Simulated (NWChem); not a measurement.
System: SnSiH₄S, singlet; SMILES [SH][Sn][SiH3]

NWChem input:

```
start job
memory heap 200 mb stack 900 mb global 1100 mb
geometry units angstroms noautoz
  Sn     0.539375    -0.171644    -0.707986
  S     -1.067888    -1.544105     0.509181
  H     -0.452148    -2.728614     0.288216
  Si    -0.914223     1.984901    -0.103934
  H     -2.120718     1.697955     0.735877
  H     -1.372839     2.653657    -1.367201
  H     -0.063571     2.983468     0.625683
end
basis spherical
  * library def2-svpd
end
ecp
  Sn library def2-ecp
end
dft
  xc pbe0
  iterations 150
end
tddft
  cis
  nroots 6
  notriplet
end
task tddft energy
```

Parts of the log:

```
             Northwest Computational Chemistry Package (NWChem) 7.3.0
             --------------------------------------------------------

 C1  symmetry detected

                             Geometry "geometry" -> ""
                             -------------------------

 Output coordinates in angstroms (scale by  1.889725989 to convert to a.u.)

  No.       Tag          Charge          X              Y              Z
 ---- ---------------- ---------- -------------- -------------- --------------
    1 Sn                  50.0000     0.72022394    -0.17455808     0.00009626
    2 S                   16.0000    -1.31204738    -1.52300619     0.00017722
    3 H                    1.0000    -0.69397245    -2.72674643    -0.00378161
    4 Si                  14.0000    -0.79390119     2.02451841     0.00012400
    5 H                    1.0000    -2.26724940     1.75686147     0.02937290
    6 H                    1.0000    -0.49228361     2.84417493    -1.22077597
    7 H                    1.0000    -0.45031680     2.87845510     1.18580008

 Effective nuclear repulsion energy (a.u.)     406.8319462202

                                 NWChem DFT Module
                                 -----------------

 Summary of "ao basis" -> "ao basis" (spherical)
 ------------------------------------------------------------------------------
       Tag                 Description            Shells   Functions and Types
 ---------------- ------------------------------  ------  ---------------------
 Sn                        def2-svpd                12       32   5s4p3d
 S                         def2-svpd                11       27   5s4p2d
 H                         def2-svpd                 4        8   2s2p
 Si                        def2-svpd                10       24   5s3p2d

            General Information
            -------------------
          SCF calculation type: DFT
          Wavefunction type:  closed shell.
          No. of atoms     :     7
          No. of electrons :    56
           Alpha electrons :    28
            Beta electrons :    28
          Charge           :     0
          Spin multiplicity:     1
          Use of symmetry is: off; symmetry adaption is: off
          Maximum number of iterations: 150
          AO basis - number of functions:   115
                     number of shells:    49
          Convergence on energy requested:  1.00D-06
          Convergence on density requested:  1.00D-05
          Convergence on gradient requested:  5.00D-04

[...]

                                NWChem TDDFT Module
                                -------------------

            General Information
            -------------------
           No. of orbitals :     230
            Alpha orbitals :     115
             Beta orbitals :     115
        Alpha frozen cores :       0
         Beta frozen cores :       0
     Alpha frozen virtuals :       0
      Beta frozen virtuals :       0
         Spin multiplicity :       1
    Number of AO functions :     115
        Use of symmetry is : off
      Symmetry adaption is : off
         Schwarz screening :  0.10D-07

              XC Information
              --------------
                  PBE0 Method XC Functional
              Hartree-Fock (Exact) Exchange   0.25
   PerdewBurkeErnzerhof Exchange Functional   0.75
     Perdew 1991 LDA Correlation Functional   1.00 local
    PerdewBurkeErnz. Correlation Functional   1.00 non-local

             TDDFT Information
             -----------------
          Calculation type : Tamm-Dancoff TDDFT
         Wavefunction type : Restricted singlets
          No. of electrons :      56
           Alpha electrons :      28
            Beta electrons :      28
              No. of roots :       6
          Max subspacesize :    5200
            Max iterations :     100
               Target root :       1
           Target symmetry : none
      Symmetry restriction : off
                 Algorithm : Optimal
        Davidson threshold :  0.10D-03

    6 smallest eigenvalue differences (eV)
--------------------------------------------------------
  No. Spin  Occ  Vir  Irrep   E(Occ)    E(Vir)   E(Diff)
--------------------------------------------------------
    1    1   28   29 a        -0.238    -0.106     3.592
    2    1   27   29 a        -0.285    -0.106     4.874
    3    1   26   29 a        -0.300    -0.106     5.265
    4    1   28   30 a        -0.238    -0.032     5.603
    5    1   28   31 a        -0.238    -0.005     6.352
    6    1   25   29 a        -0.352    -0.106     6.694
--------------------------------------------------------

  Entering Davidson iterations
  Restricted singlet excited states

  Iter   NTrls   NConv    DeltaV     DeltaE      Time
  ----  ------  ------  ---------  ---------  ---------
    1      6       0     0.12E+00   0.10+100       24.0
    2     12       0     0.18E-01   0.23E-01       21.9
    3     18       0     0.91E-02   0.10E-02       21.0
    4     24       1     0.29E-02   0.17E-03       25.2
    5     29       2     0.89E-03   0.17E-04       27.0
    6     33       5     0.30E-03   0.18E-05       21.3
    7     34       6     0.93E-04   0.13E-06       19.4
  ----  ------  ------  ---------  ---------  ---------
  Convergence criterion met

  Ground state a        -903.944391760055 a.u.

  ----------------------------------------------------------------------------
  Root   1 singlet a              0.090125460 a.u.                2.4524 eV
  ----------------------------------------------------------------------------
     Transition Moments    X -0.00031   Y -0.00068   Z  0.31884
     Dipole Oscillator Strength                    0.0061081690
     Electric Quadrupole                           0.0000000383
     Magnetic Dipole                               0.0000011039
     Total Oscillator Strength                     0.0061093112

[...]
```

Level: PBE0/def2-SVPD with def2 effective core potentials on Sn, TDA. Low-valent species are run as closed-shell singlets; no triplet was tried in these runs. The geometry was optimised at PBE0/def2-SVP. Not confirmed as a minimum by frequencies. def2 effective core potentials on Sn; no spin-orbit coupling.
